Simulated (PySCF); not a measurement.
Electric field gradients and quadrupole coupling constants

Species: furan-2,5-dicarbaldehyde, C₆H₄O₃.
Atom-mapped SMILES: `[O:1]=[CH:2][c:3]1[cH:4][cH:5][c:6]([CH:7]=[O:8])[o:9]1` (hydrogens: H10 on C2; H11 on C4; H12 on C5; H13 on C7)

Structure used (PBE0-D3(BJ)/def2-SVP), in Å, numbered top down from 1:
```xyz
13
C6H4O3 angstrom
O      3.4213   -0.3288   -0.0887
C      2.3510   -0.8776   -0.1710
C      1.0773   -0.1699   -0.0497
C      0.7807    1.1587    0.1673
C     -0.6283    1.2428    0.2015
C     -1.0901   -0.0408    0.0024
C     -2.4432   -0.5917   -0.0570
O     -3.4357    0.0777    0.0852
O     -0.0562   -0.8913   -0.1505
H      2.2482   -1.9772   -0.3441
H      1.5137    1.9534    0.2850
H     -1.2554    2.1186    0.3519
H     -2.4802   -1.6931   -0.2446
```

Field gradients from the PBE0/pcSseg-1 density (PySCF, non-relativistic), principal values in atomic units, ordered |Vxx| ≤ |Vyy| ≤ |Vzz|:

```json
{"atom": "O1", "Vxx": "0.5175", "Vyy": "1.5143", "Vzz": "-2.0318"}
{"atom": "O8", "Vxx": "0.5173", "Vyy": "1.5142", "Vzz": "-2.0315"}
{"atom": "O9", "Vxx": "-0.6826", "Vyy": "-0.7044", "Vzz": "1.3870"}
```

Q: Find the asymmetry η = (Vxx − Vyy)/Vzz and the couplings χ = eQV/h (234.96 MHz × Q in barn × V in au), with Q(17O) = −0.0256 b.

A: 
```tsv
atom	environment	nucleus	η	χzz (MHz)	χxx (MHz)	χyy (MHz)
O1	aldehyde oxygen	17O	0.49	12.22	-3.11	-9.11
O8	aldehyde oxygen	17O	0.49	12.22	-3.11	-9.11
O9	furan-type oxygen	17O	0.02	-8.34	4.11	4.24
```

The gradient is axial or nearly so (η below 0.05) at O9. The tensor is traceless: Vxx + Vyy + Vzz = 0.

Q: What is Vzz at O8 in SI units (1 au = 9.71736 × 10²¹ V/m²)?

A: -2.0315 au = -19.741 × 10²¹ V/m².

Q: And the gradient at the other heavy atoms, for which no coupling is worked out here?

A: 
```
atom                  environment  Vzz (au)     η
  C2              aldehyde carbon     0.489  0.20
  C3  substituted aromatic carbon    -0.337  0.78
  C4           aromatic CH carbon     0.288  0.20
  C5           aromatic CH carbon     0.288  0.19
  C6  substituted aromatic carbon    -0.337  0.79
  C7              aldehyde carbon     0.489  0.20
```

Q: What couplings would deuterons (Q(2H) = 0.00286 b) have in place of the hydrogens, at this geometry?

A: 
```json
{"atom": "H10", "bonded to": "C2", "bond length (Å)": "1.118", "Vzz (au)": "0.2504", "η": "0.03", "χzz (kHz)": "168"}
{"atom": "H11", "bonded to": "C4", "bond length (Å)": "1.088", "Vzz (au)": "0.3108", "η": "0.04", "χzz (kHz)": "209"}
{"atom": "H12", "bonded to": "C5", "bond length (Å)": "1.088", "Vzz (au)": "0.3107", "η": "0.04", "χzz (kHz)": "209"}
{"atom": "H13", "bonded to": "C7", "bond length (Å)": "1.118", "Vzz (au)": "0.2504", "η": "0.03", "χzz (kHz)": "168"}
```

Geometry: PBE0-D3(BJ)/def2-SVP, one conformer, isolated molecule. The basis is small and wasn't made for field gradients, so the couplings can be 20 % off.

The run behind these numbers computed NMR shieldings as well. Time: 49 s wall (with the writing of density and orbital grids); peak memory 0.80 GiB. Hardware: one thread of an Arm Neoverse N1, shared host with 64 logical CPUs at a one-minute load of 60.
